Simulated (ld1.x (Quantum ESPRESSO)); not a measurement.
# caesium: one change to a TM potential, before and after

```json
{"Element": "Cs", "Generator": "ld1.x (Quantum ESPRESSO) 7.5", "Type": "norm-conserving Troullier–Martins (Kleinman–Bylander form)", "Functional": "LDA (PZ)", "Relativity": "non-relativistic", "Frozen core": "[Xe]", "Valence charge": "1", "Reference configuration": "5d0 6s1 6p0", "Partial waves": "6s (bound): rc 3.80 bohr; 6p (bound, empty): rc 3.45 bohr; 5d (bound, empty): rc 4.20 bohr", "Local potential": "the d channel", "Core correction": "a·sin(br)/r model core inside 1.80 bohr"}
```

All-electron outer shells of the reference configuration (LDA (PZ), non-relativistic, ld1.x):

| shell | level (eV) | outermost node (bohr) | outermost maximum (bohr) |
| --- | --- | --- | --- |
| 5s | -24.91 | 0.86 | 1.60 |
| 5p | -13.74 | 0.90 | 1.79 |
| 6s | -2.14 | 2.19 | 4.86 |
| 6p | -0.84 | 2.62 | 6.55 |
| 5d | -0.73 | 1.05 | 3.10 |

Change: wave 6s (bound): rc 3.80 bohr becomes 6s (bound): rc 4.70 bohr.

Cutoffs: the cutoffs (Ry, on a coarse ladder) from which the occupation-weighted sum of valence levels, in a spherical-Bessel basis at the reference potential, stays within 10 and 1 mRy of its value at 400 Ry; they do not see the model core or the augmentation charge, which bear on the density cutoff. Errors are all-electron minus pseudo energies relative to the spin-unpolarised reference configuration.

Question: What does the change do?

Answer: Both files are so soft that the ladder of cutoffs tells neither apart; both files keep a bound ghost (p, s); of the 6 tests that both files solve, the error grows in 3 and shrinks in 1 by more than 15 % and 0.3 meV (median size 3.4 → 3.3 meV).

```tsv
quantity	base	changed
cutoff, loose	6 Ry	6 Ry
cutoff, tight	6 Ry	6 Ry
bound ghosts	p, s	p, s
error for 5d0 6s0.5 6p0, meV [ΔE 1.50 eV]	-3.4	-3.0
error for 5d0 6s0 6p1, meV [ΔE 1.32 eV]	-0.6	-1.3
error for 5d1 6s0 6p0, meV [ΔE 1.43 eV]	-10.0	-12
error for 5d0.5 6s0.5 6p0, meV [ΔE 0.72 eV]	-3.4	-4.0
error for 5d0 6s1 6p0 (spin-polarised), meV [ΔE -0.11 eV]	-1.0	-0.6
error for 5d0 6s0.5 6p0 (spin-polarised), meV [ΔE 1.46 eV]	-4.0	-3.5
```

 A true bound ghost makes a file unfit for plane-wave use even where its test errors are small: the radial tests pick states by their node count and pass the ghost by.
